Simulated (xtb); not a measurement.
Si(H)(OH)2(SMe) (CH₆O₂SSi), SMILES CS[SiH](O)O. All values are semi-empirical tight-binding results from xtb (GFN2-xTB unless named), good for trends rather than for accurate numbers. Geometry optimised at GFN2-xTB. This is a generated structure with no PubChem entry under its InChIKey; it may be hypothetical. Other conformers were not sampled.

Optimised geometry:

Bonds (Å): Si1–O2 1.618, Si1–O3 1.625, Si1–S4 2.136, Si1–H6 1.448, O2–H7 0.953, O3–H8 0.955, S4–C5 1.824, C5–H9 1.085, C5–H10 1.085, C5–H11 1.085. Angles (°): O2–Si1–O3 114.5, O2–Si1–S4 102.2, O2–Si1–H6 114.8, O3–Si1–S4 111.5, O3–Si1–H6 101.1, S4–Si1–H6 113.3, Si1–O2–H7 121.2, Si1–O3–H8 121.8, Si1–S4–C5 98.5, S4–C5–H9 107.0, S4–C5–H10 109.5, S4–C5–H11 110.1, H9–C5–H10 109.9, H9–C5–H11 110.2, H10–C5–H11 110.2.

Question: Estimate the properties. (Estimate from the structure and the level; the computed values follow.)

Answer: 
- orbital gap: 4.57 eV
- zero-point energy: 46.4 kcal/mol
- G − E(el) at 298.15 K (modified RRHO): 25.8 kcal/mol
- static polarisability (D4 model): 74.3 bohr³
- solvation energy, GFN2-xTB/ALPB(water): -8.4 kcal/mol
- solvation energy, GFN2-xTB/ALPB(thf): -11.8 kcal/mol

Question: Give the atomic charges and the Wiberg bond orders between heavy atoms. (Estimate from the structure and the level; the computed values follow.)

Answer: charges (e) Si1 0.60, O2 -0.46, O3 -0.48, S4 -0.31, C5 -0.05, H6 -0.05, H7 0.30, H8 0.31, H9 0.06, H10 0.04, H11 0.04. Bond orders Si1–O2 1.17, Si1–O3 1.15, Si1–S4 0.93, S4–C5 1.01.
